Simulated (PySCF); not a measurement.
Two species compared at the same levels of theory.

First species: SF6.
SMILES: `FS(F)(F)(F)(F)F`

Second species: protonated cyanoacetylene cation, C3H2N (charge +1).
SMILES with atom numbers: `[CH:1]#[C:2][C:3]#[NH+:4]` (hydrogens: H5 on C1; H6 on N4)

Levels: CAM-B3LYP/def2-SVPD for HOMO energy, LUMO energy, HOMO–LUMO gap, static isotropic polarisability and electronic spatial extent ⟨r²⟩ about the centre of nuclear charge; TDDFT CAM-B3LYP/def2-SVPD for lowest singlet excitation; TDA CAM-B3LYP/def2-SVPD for lowest triplet excitation (Tamm–Dancoff); ΔSCF CAM-B3LYP/def2-SVPD for vertical ionisation energy. Geometries: PBE0-D3(BJ)/def2-SVP. Each species is one conformer at its optimised geometry, gas phase, non-relativistic unless stated. Electronic properties by PySCF.

```csv
property,column X,column Y
HOMO energy,-14.24 eV,-16.50 eV
LUMO energy,-1.07 eV,-7.20 eV
HOMO–LUMO gap,13.17 eV,9.30 eV
lowest singlet excitation,8.65 eV,4.65 eV
lowest triplet excitation (Tamm–Dancoff),8.14 eV,3.80 eV
static isotropic polarisability,30.6 au,36.7 au
vertical ionisation energy,15.62 eV,17.76 eV
electronic spatial extent ⟨r²⟩ about the centre of nuclear charge,579 bohr²,266 bohr²
```

Q: Which column belongs to which species?

A: Column X is the first species and column Y the second. The first has 7 atoms and 70 electrons, the second 6 and 26; their charges are 0 and +1, their HOMO energies -14.24 eV and -16.50 eV.

Q: How does each property change from the first species to the second?

A: HOMO energy -2.26 eV; LUMO energy -6.13 eV; HOMO–LUMO gap -3.87 eV; lowest singlet excitation -4.00 eV; lowest triplet excitation (Tamm–Dancoff) -4.34 eV; static isotropic polarisability +6.1 au; vertical ionisation energy +2.14 eV; electronic spatial extent ⟨r²⟩ about the centre of nuclear charge -313 bohr².

On the first: The principal polarisabilities are 30.6, 30.6 and 30.6 au; their mean is the isotropic value. The ΔSCF ionisation energy exceeds −ε(HOMO) by 1.38 eV with CAM-B3LYP.

On the second: S1 lies 4.65 eV below the HOMO–LUMO gap. The principal polarisabilities are 20.5, 20.5 and 69.3 au; their mean is the isotropic value.
